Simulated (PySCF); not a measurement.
How a change of structure moves an absorption spectrum

Computed with TDDFT wB97X-D/def2-SVPD, vertical, gas phase, core orbitals frozen in the response (PySCF 2.14.0, density-fitted response routines). Geometries: GFN2-xTB; one conformer of each isolated species. Triplets are in the Tamm–Dancoff approximation. 'Strongest' means the level of largest summed f among the lowest 8 singlets; it needn't be the same kind of state in each.

Parent: `CO[SiH2]/C=C\C=C\F`, with lowest singlet excitation energy 5.59 eV, S1–T1 gap 2.42 eV, oscillator strength of the strongest level 0.72, mean static polarisability 96.9 au, LUMO energy 0.45 eV, HOMO energy -8.68 eV. Its spectrum: 5.59 eV (f 0.722); 6.11 eV (f 0.003); 6.67 eV (f 0.009); 6.96 eV (f 0.000); 7.13 eV (f 0.011).

Task: How do these changes move the values? terminal F group replaced by H (`C=C/C=C\[SiH2]OC`); ring closed by a new C-C bond (`F/C=C/C=C1/CO[SiH2]1`); F replaced by Cl (`CO[SiH2]/C=C/C=C\Cl`).

Result: 

| change | SMILES | Δ S1 (eV) | Δ S1−T1 (eV) | Δ f (strongest) | Δ α (au) | Δ LUMO (eV) | Δ HOMO (eV) |
| --- | --- | --- | --- | --- | --- | --- | --- |
| terminal F group replaced by H | C=C/C=C\[SiH2]OC | -0.10 | -0.10 | -0.09 | -1.9 | -0.13 | -0.08 |
| ring closed by a new C-C bond | F/C=C/C=C1/CO[SiH2]1 | -0.09 | -0.04 | +0.05 | -2.8 | +0.05 | +0.18 |
| F replaced by Cl | CO[SiH2]/C=C/C=C\Cl | -0.36 | -0.21 | +0.06 | +16.4 | -0.23 | +0.10 |

S1 falls most with F replaced by Cl (-0.36 eV); all changes lower it. S1 is simply the lowest singlet of each species and needn't be the same kind of state throughout.

Lowest levels of each derivative:
- `C=C/C=C\[SiH2]OC`: 5.49 eV (f 0.635); 5.76 eV (f 0.000); 6.64 eV (f 0.011)
- `F/C=C/C=C1/CO[SiH2]1`: 5.50 eV (f 0.769); 5.76 eV (f 0.001); 6.13 eV (f 0.001)
- `CO[SiH2]/C=C/C=C\Cl`: 5.23 eV (f 0.783); 6.20 eV (f 0.003); 6.57 eV (f 0.004)
